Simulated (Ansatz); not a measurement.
A short molecular-dynamics run on `[CH]=C[SiH2]F` radical.

```yaml
crystal:
  periodic: [false, false, false]
  atoms:
    - {symbol: C, position_ang: [0.186615, 1.665506, 0.255719]}
    - {symbol: C, position_ang: [-0.426475, 0.614484, -0.211452]}
    - {symbol: Si, position_ang: [0.295737, -1.078952, 0.026520]}
    - {symbol: F, position_ang: [-0.731294, -1.986624, 0.855698]}
    - {symbol: H, position_ang: [0.075556, 2.741359, 0.285229]}
    - {symbol: H, position_ang: [-1.363420, 0.724838, -0.771316]}
    - {symbol: H, position_ang: [0.492963, -1.751193, -1.281333]}
    - {symbol: H, position_ang: [1.562417, -0.986517, 0.785134]}
basis:
  gaussian: {orbitals: "6-31G*"}
magnetization: {spin_polarized: true, initial_magnetization: 1}
hamiltonian: {xc: {name: BLYP}}
md: {timestep: 1 fs, n_steps: 50, ensemble: nvt_langevin, temperature: 500, initial_velocities: maxwell_boltzmann, friction: 0.01, seed: 674}
```

```sh
$ ansatz run in.yaml --threads 4 --pin off --events-out ev --progress --plain --max-ram 10444MiB
```

```tsv
step	time (fs)	potential energy (eV)	kinetic (eV)	T (K)	conserved (eV)
0	0.0	-12730.1810	0.4524	438	–
1	1.0	-12730.1747	0.4465	432	–
2	2.0	-12730.1199	0.3786	366	–
3	3.0	-12730.0569	0.3699	358	–
4	4.0	-12730.0399	0.3098	300	–
5	5.0	-12730.0563	0.3456	334	–
6	6.0	-12730.0593	0.3640	352	–
7	7.0	-12730.0302	0.3342	323	–
8	8.0	-12729.9808	0.3214	311	–
9	9.0	-12729.9326	0.2895	280	–
10	10.0	-12729.9033	0.2513	243	–
11	11.0	-12729.8966	0.2512	243	–
12	12.0	-12729.9049	0.2848	275	–
13	13.0	-12729.9255	0.3334	322	–
14	14.0	-12729.9504	0.3962	383	–
15	15.0	-12729.9668	0.3875	375	–
16	16.0	-12729.9551	0.3817	369	–
17	17.0	-12729.9045	0.3468	335	–
18	18.0	-12729.8492	0.2918	282	–
19	19.0	-12729.8593	0.3374	326	–
20	20.0	-12729.9341	0.3986	386	–
21	21.0	-12729.9951	0.4300	416	–
22	22.0	-12730.0042	0.4248	411	–
23	23.0	-12729.9910	0.4029	390	–
24	24.0	-12729.9767	0.3711	359	–
25	25.0	-12729.9494	0.3303	319	–
26	26.0	-12729.9147	0.2584	250	–
27	27.0	-12729.8966	0.2618	253	–
28	28.0	-12729.8981	0.2443	236	–
29	29.0	-12729.9148	0.2587	250	–
30	30.0	-12729.9330	0.2647	256	–
31	31.0	-12729.9406	0.2873	278	–
32	32.0	-12729.9289	0.2578	249	–
33	33.0	-12729.8990	0.2216	214	–
34	34.0	-12729.8777	0.2176	210	–
35	35.0	-12729.8894	0.2184	211	–
36	36.0	-12729.9269	0.2717	263	–
37	37.0	-12729.9606	0.2912	282	–
38	38.0	-12729.9612	0.3074	297	–
39	39.0	-12729.9258	0.2735	264	–
40	40.0	-12729.8805	0.2496	241	–
41	41.0	-12729.8680	0.2557	247	–
42	42.0	-12729.8945	0.2658	257	–
43	43.0	-12729.9357	0.3290	318	–
44	44.0	-12729.9599	0.3595	348	–
45	45.0	-12729.9601	0.3210	310	–
46	46.0	-12729.9500	0.3020	292	–
47	47.0	-12729.9332	0.2573	249	–
48	48.0	-12729.9113	0.2839	275	–
49	49.0	-12729.8927	0.2424	234	–
50	50.0	-12729.8867	0.2257	218	–
```

Velocities are drawn at the set temperature; a run this short doesn't reach equilibrium.

Frames (Å, forces in eV/Å):

```xyz
8
time=0.0 fs
C     0.187    1.666    0.256    0.568    0.551    0.418
C    -0.426    0.614   -0.211   -0.266   -0.426   -0.278
Si    0.296   -1.079    0.027    0.455    0.158   -0.306
F    -0.731   -1.987    0.856   -0.693   -0.626    0.577
H     0.076    2.741    0.285   -0.035    0.366    0.009
H    -1.363    0.725   -0.771   -0.366   -0.015   -0.227
H     0.493   -1.751   -1.281    0.092   -0.071   -0.257
H     1.562   -0.987    0.785    0.246    0.064    0.064
8
time=2.0 fs
C     0.185    1.689    0.267   -0.417   -0.083   -0.204
C    -0.424    0.605   -0.218    0.322    1.052    0.226
Si    0.307   -1.079    0.026   -1.574   -0.478   -1.135
F    -0.744   -1.998    0.858   -0.131   -0.176    0.262
H     0.037    2.787    0.286    0.071   -0.484   -0.029
H    -1.355    0.704   -0.807   -0.069    0.017   -0.025
H     0.447   -1.744   -1.309    0.132    0.018   -0.023
H     1.527   -1.007    0.716    1.666    0.133    0.927
8
time=4.0 fs
C     0.183    1.711    0.276   -1.201   -1.043   -0.767
C    -0.420    0.598   -0.225    0.448    2.114    0.399
Si    0.316   -1.082    0.024   -2.226   -0.891   -1.353
F    -0.756   -2.008    0.863    0.365    0.186   -0.042
H    -0.006    2.810    0.278    0.163   -0.637   -0.013
H    -1.354    0.678   -0.856    0.517    0.057    0.404
H     0.423   -1.730   -1.348    0.123    0.113    0.337
H     1.549   -1.027    0.678    1.811    0.099    1.035
8
time=6.0 fs
C     0.176    1.728    0.281   -1.466   -2.124   -1.038
C    -0.417    0.597   -0.230    0.674    2.495    0.605
Si    0.322   -1.085    0.022   -1.032   -1.096   -0.690
F    -0.768   -2.018    0.867    0.761    0.475   -0.294
H    -0.041    2.803    0.275    0.120   -0.042   -0.005
H    -1.339    0.656   -0.892    0.649    0.115    0.548
H     0.400   -1.706   -1.386    0.126    0.152    0.650
H     1.643   -1.056    0.681    0.168    0.026    0.224
8
time=8.0 fs
C     0.162    1.739    0.282   -1.363   -2.595   -1.034
C    -0.413    0.603   -0.234    1.137    2.264    0.940
Si    0.328   -1.086    0.021   -0.168   -1.177   -0.011
F    -0.781   -2.027    0.871    1.135    0.750   -0.535
H    -0.071    2.795    0.271    0.044    0.472   -0.006
H    -1.303    0.642   -0.909    0.221    0.176    0.277
H     0.388   -1.683   -1.402    0.137    0.104    0.720
H     1.747   -1.077    0.692   -1.144    0.007   -0.353
8
time=10.0 fs
C     0.145    1.745    0.284   -1.044   -1.980   -0.755
C    -0.407    0.617   -0.234    1.575    1.513    1.224
Si    0.334   -1.088    0.020    0.048   -1.049    0.616
F    -0.792   -2.037    0.874    1.420    0.963   -0.737
H    -0.096    2.800    0.258    0.065    0.426   -0.001
H    -1.250    0.650   -0.924   -0.471    0.166   -0.244
H     0.395   -1.654   -1.392    0.125   -0.063    0.452
H     1.813   -1.096    0.696   -1.718    0.024   -0.555
8
time=12.0 fs
C     0.124    1.744    0.285   -0.513    0.098   -0.168
C    -0.395    0.632   -0.226    1.047    0.255    0.687
Si    0.340   -1.092    0.022   -0.106   -0.782    1.207
F    -0.799   -2.044    0.873    1.558    1.066   -0.824
H    -0.105    2.830    0.240    0.212   -0.497    0.026
H    -1.212    0.665   -0.946   -0.538    0.084   -0.309
H     0.398   -1.629   -1.364    0.128   -0.281   -0.079
H     1.830   -1.121    0.689   -1.788    0.057   -0.540
8
time=14.0 fs
C     0.099    1.743    0.287    0.343    2.165    0.590
C    -0.380    0.648   -0.216   -0.223   -1.418   -0.537
Si    0.346   -1.099    0.026   -0.781   -0.376    1.415
F    -0.801   -2.048    0.872    1.583    1.073   -0.824
H    -0.094    2.851    0.222    0.199   -1.003    0.071
H    -1.198    0.683   -0.972   -0.013   -0.038    0.129
H     0.399   -1.608   -1.339    0.120   -0.477   -0.613
H     1.786   -1.149    0.658   -1.228    0.074   -0.231
8
time=16.0 fs
C     0.075    1.755    0.293    0.912    2.056    0.996
C    -0.370    0.661   -0.206   -1.058   -2.328   -1.443
Si    0.350   -1.107    0.033   -2.193   -0.093    0.781
F    -0.802   -2.054    0.868    1.544    1.038   -0.780
H    -0.079    2.836    0.211   -0.007   -0.124    0.054
H    -1.191    0.695   -1.007    0.546   -0.115    0.652
H     0.408   -1.599   -1.333    0.070   -0.487   -0.727
H     1.701   -1.181    0.612    0.186    0.053    0.466
8
time=18.0 fs
C     0.056    1.774    0.299    1.127    0.842    1.100
C    -0.362    0.669   -0.198   -1.029   -2.350   -1.494
Si    0.348   -1.114    0.038   -3.874   -0.006   -0.711
F    -0.800   -2.058    0.861    1.382    0.941   -0.689
H    -0.070    2.824    0.200   -0.200    1.013   -0.026
H    -1.166    0.708   -1.018    0.534   -0.168    0.650
H     0.410   -1.606   -1.365    0.028   -0.222   -0.105
H     1.614   -1.208    0.595    2.031   -0.050    1.276
8
time=20.0 fs
C     0.038    1.795    0.307    1.003    0.313    0.865
C    -0.357    0.669   -0.195   -0.178   -1.582   -0.560
Si    0.339   -1.119    0.045   -3.220   -0.086   -1.328
F    -0.796   -2.060    0.853    1.068    0.754   -0.523
H    -0.065    2.852    0.183   -0.248    0.734   -0.037
H    -1.120    0.715   -0.999   -0.167   -0.184   -0.101
H     0.403   -1.627   -1.404    0.035    0.075    0.621
H     1.602   -1.233    0.638    1.706   -0.023    1.064
8
time=22.0 fs
C     0.023    1.818    0.316    0.684    0.168    0.301
C    -0.353    0.663   -0.195    0.975   -0.434    0.852
Si    0.327   -1.123    0.052   -1.249   -0.153   -1.005
F    -0.788   -2.061    0.845    0.622    0.481   -0.286
H    -0.064    2.902    0.157   -0.237   -0.330    0.068
H    -1.080    0.703   -0.974   -1.083   -0.108   -1.132
H     0.395   -1.647   -1.421    0.061    0.243    0.973
H     1.637   -1.257    0.718    0.226    0.133    0.229
8
time=24.0 fs
C     0.013    1.841    0.325    0.400   -0.667   -0.247
C    -0.344    0.659   -0.194    0.854    0.713    0.967
Si    0.313   -1.127    0.057    0.317   -0.043   -0.546
F    -0.779   -2.063    0.837    0.112    0.165   -0.014
H    -0.068    2.931    0.131   -0.257   -0.638    0.129
H    -1.079    0.698   -0.984   -0.728   -0.088   -0.810
H     0.386   -1.659   -1.415    0.106    0.289    0.999
H     1.666   -1.275    0.809   -0.805    0.269   -0.478
8
time=26.0 fs
C     0.003    1.861    0.332    0.207   -1.362   -0.620
C    -0.337    0.658   -0.190   -0.065    1.461    0.142
Si    0.301   -1.130    0.061    1.181    0.285   -0.091
F    -0.770   -2.067    0.828   -0.376   -0.150    0.263
H    -0.080    2.945    0.106   -0.260   -0.666    0.172
H    -1.102    0.701   -1.023    0.346   -0.117    0.320
H     0.378   -1.664   -1.383    0.168    0.216    0.676
H     1.669   -1.280    0.881   -1.202    0.332   -0.862
8
time=28.0 fs
C    -0.004    1.875    0.336    0.153   -2.106   -0.641
C    -0.333    0.665   -0.185   -0.413    1.505   -0.240
Si    0.293   -1.132    0.067    1.435    0.847    0.259
F    -0.760   -2.071    0.819   -0.886   -0.487    0.531
H    -0.101    2.935    0.087   -0.274   -0.066    0.090
H    -1.102    0.705   -1.050    0.747   -0.098    0.786
H     0.381   -1.658   -1.338    0.229    0.050    0.113
H     1.622   -1.281    0.925   -0.991    0.355   -0.898
8
time=30.0 fs
C    -0.009    1.882    0.338    0.180   -2.685   -0.460
C    -0.329    0.673   -0.183   -0.209    1.094   -0.112
Si    0.290   -1.135    0.072    1.032    1.482    0.459
F    -0.751   -2.079    0.812   -1.275   -0.742    0.696
H    -0.137    2.911    0.068   -0.302    0.729   -0.053
H    -1.072    0.703   -1.053    0.515   -0.016    0.577
H     0.398   -1.652   -1.292    0.292   -0.166   -0.567
H     1.541   -1.269    0.939   -0.232    0.304   -0.541
8
time=32.0 fs
C    -0.016    1.883    0.336    0.142   -1.660   -0.403
C    -0.327    0.682   -0.181    0.318    0.376    0.354
Si    0.292   -1.134    0.078   -0.018    1.834    0.127
F    -0.745   -2.089    0.806   -1.416   -0.807    0.680
H    -0.185    2.917    0.051   -0.176    0.229    0.097
H    -1.025    0.692   -1.040   -0.162    0.096   -0.170
H     0.425   -1.650   -1.267    0.331   -0.266   -0.901
H     1.451   -1.240    0.940    0.980    0.199    0.216
8
time=34.0 fs
C    -0.020    1.876    0.335    0.000    0.262   -0.339
C    -0.323    0.689   -0.178    0.544   -0.497    0.452
Si    0.293   -1.132    0.083   -0.631    1.680   -0.560
F    -0.744   -2.100    0.802   -1.361   -0.724    0.530
H    -0.241    2.942    0.044    0.124   -0.921    0.391
H    -0.982    0.684   -1.039   -0.631    0.161   -0.714
H     0.462   -1.658   -1.278    0.276   -0.096   -0.471
H     1.395   -1.208    0.962    1.679    0.136    0.711
8
time=36.0 fs
C    -0.023    1.868    0.336   -0.004    1.329    0.027
C    -0.317    0.694   -0.171    0.034   -1.277   -0.361
Si    0.291   -1.130    0.087    0.075    1.355   -0.703
F    -0.744   -2.113    0.798   -1.209   -0.610    0.389
H    -0.286    2.941    0.060    0.301   -1.202    0.421
H    -0.961    0.696   -1.063   -0.372    0.131   -0.331
H     0.497   -1.666   -1.316    0.147    0.173    0.337
H     1.403   -1.165    1.013    1.029    0.101    0.222
8
time=38.0 fs
C    -0.026    1.866    0.334    0.234    0.602    0.537
C    -0.312    0.696   -0.168   -0.531   -1.511   -1.176
Si    0.288   -1.126    0.090    1.223    1.147   -0.241
F    -0.745   -2.126    0.794   -0.947   -0.427    0.253
H    -0.314    2.899    0.096    0.127   -0.119    0.121
H    -0.956    0.722   -1.094    0.048    0.016    0.295
H     0.535   -1.663   -1.344    0.007    0.299    0.841
H     1.464   -1.109    1.067   -0.162   -0.008   -0.630
8
time=40.0 fs
C    -0.028    1.871    0.335    0.532   -1.311    0.812
C    -0.308    0.693   -0.170   -0.744   -0.907   -1.431
Si    0.289   -1.118    0.090    1.679    0.868    0.300
F    -0.749   -2.140    0.791   -0.525   -0.066    0.031
H    -0.336    2.861    0.145   -0.268    1.408   -0.236
H    -0.951    0.752   -1.119    0.272   -0.127    0.666
H     0.573   -1.654   -1.343   -0.075    0.283    0.920
H     1.519   -1.052    1.098   -0.871   -0.147   -1.061
8
time=42.0 fs
C    -0.030    1.877    0.339    0.271   -1.547    0.621
C    -0.308    0.687   -0.175   -0.653    0.048   -1.223
Si    0.292   -1.107    0.092    1.563    0.488    0.787
F    -0.753   -2.155    0.789   -0.079    0.363   -0.211
H    -0.368    2.876    0.182   -0.133    0.948   -0.220
H    -0.935    0.780   -1.130    0.219   -0.253    0.653
H     0.613   -1.641   -1.314   -0.102    0.181    0.673
H     1.544   -1.008    1.095   -1.086   -0.227   -1.081
8
time=44.0 fs
C    -0.033    1.880    0.348   -0.221   -0.813    0.348
C    -0.309    0.683   -0.185   -0.248    0.829   -0.401
Si    0.298   -1.095    0.094    0.930    0.236    1.477
F    -0.756   -2.170    0.788    0.317    0.779   -0.421
H    -0.398    2.917    0.219    0.294   -0.411   -0.118
H    -0.921    0.800   -1.110   -0.195   -0.283    0.024
H     0.646   -1.625   -1.249    0.022   -0.109   -0.115
H     1.536   -0.980    1.066   -0.899   -0.229   -0.795
8
time=46.0 fs
C    -0.035    1.881    0.359   -0.422   -0.750    0.150
C    -0.311    0.682   -0.195    0.023    1.322    0.215
Si    0.306   -1.080    0.098   -0.176   -0.083    1.739
F    -0.757   -2.183    0.788    0.645    1.163   -0.588
H    -0.408    2.936    0.246    0.436   -0.876   -0.106
H    -0.922    0.814   -1.096   -0.461   -0.259   -0.398
H     0.678   -1.618   -1.189    0.171   -0.377   -0.885
H     1.499   -0.964    1.016   -0.217   -0.140   -0.128
8
time=48.0 fs
C    -0.044    1.881    0.371   -0.348   -0.905    0.050
C    -0.312    0.689   -0.203   -0.219    1.351    0.052
Si    0.312   -1.067    0.106   -1.475   -0.513    0.837
F    -0.757   -2.193    0.786    0.845    1.421   -0.645
H    -0.405    2.931    0.257    0.364   -0.698   -0.088
H    -0.942    0.827   -1.104   -0.220   -0.304   -0.119
H     0.711   -1.628   -1.162    0.141   -0.356   -0.960
H     1.458   -0.952    0.957    0.913    0.002    0.874
8
time=50.0 fs
C    -0.054    1.878    0.380   -0.021   -1.495    0.086
C    -0.314    0.701   -0.212   -0.630    1.029   -0.369
Si    0.314   -1.055    0.114   -1.920   -1.111   -0.525
F    -0.756   -2.199    0.782    0.947    1.588   -0.636
H    -0.393    2.906    0.268    0.074    0.188   -0.123
H    -0.975    0.835   -1.120    0.185   -0.346    0.356
H     0.749   -1.657   -1.177   -0.145    0.051   -0.201
H     1.449   -0.943    0.925    1.508    0.097    1.413
```

Run time 31 s (4 threads of an INTEL XEON PLATINUM 8581C on a shared host); peak host memory 0.36 GiB.
